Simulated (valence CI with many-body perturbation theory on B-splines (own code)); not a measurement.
## Br XXXI: key properties

Level of theory: valence CI with perturbative core correlation (CI+MBPT): three valence electrons over a frozen Dirac-Fock core [He], radial functions for each j: 9 s, 9 p, 8 d, 6 f, 3 g, 1 h, with the one-electron correlation potential Σ1, the two-electron term Σ2, the three-electron term Σ3, Breit, model QED; selected CI, second order for the rest, scaled by the run's own slope (own B-spline code, finite nucleus).

No measured spectrum was set against this ion. As an estimate, large intervals hold to a few tenths of a per cent, small ones and those within an open d or f shell to about a per cent.

Rates and lifetimes use the calculated energies. Strong lines usually hold to 10 to 20 %, long lifetimes can be off by a factor of two.

Problem. What is the ground level?

Solution. 2s²2p ²P°_1/2, composition 99 % 2s²2p ²P°, g = 0.656.

Problem. How is the term ²P° of the ground level split?

Solution. J = 1/2 at 0.00, J = 3/2 at 3.97 Ry.

Problem. What are the static dipole polarisabilities of the lowest levels?

Solution. 2s²2p ²P°_1/2 0.00419 bohr³, of which the core gives 5.84e-06.

Problem. Where does the other parity begin?

Solution. At 2s2p² ⁴P_1/2, 6.07 Ry.

Problem. How well does LS coupling describe the low levels?

Solution. Among the lowest 20 levels the leading LS term, summed over configurations, holds 84 % on average. For single configurations the figures are 83 % in LS and 92 % in jj coupling. Terms mix most in the J = 3/2 level at 19.47 Ry, where the leading one holds 53 %.

Problem. Name the longest-lived excited levels whose lifetime is computed, and their main decay.

Solution. 2s²2p ²P°_3/2 at 3.97 Ry lives 1.35 μs, mostly by M1 to 2s²2p ²P°_1/2; 2s2p² ⁴P_3/2 at 8.54 Ry lives 11.0 ns, mostly by E1 to 2s²2p ²P°_3/2; 2s2p² ⁴P_5/2 at 9.75 Ry lives 1.27 ns, mostly by E1 to 2s²2p ²P°_3/2.

Problem. What is the ionisation energy?

Solution. 3524.2 eV; NIST lists 3523.1 ± 2.2 eV (semi-empirical).
